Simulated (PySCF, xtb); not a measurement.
CH₆ClNO₂Si, SMILES O[Si](CN)(Cl)O.

GFN2-xTB (xtb 6.7.1) at its own geometry gives an orbital gap of 5.95 eV and a dipole moment of 2.44 D.

Geometry: B3LYP-D3(BJ)/def2-SVP. The structure was generated by enumeration, and PubChem lists no compound with its InChIKey, so it may never have been made. Other conformers were not sampled.

Task: What does PBE/def2-TZVP run with PySCF give? (The exact figures need the calculation; the answer reports its results.)

Result: gap 4.92 eV (levels -5.34 and -0.43 eV), dipole 1.52 D.
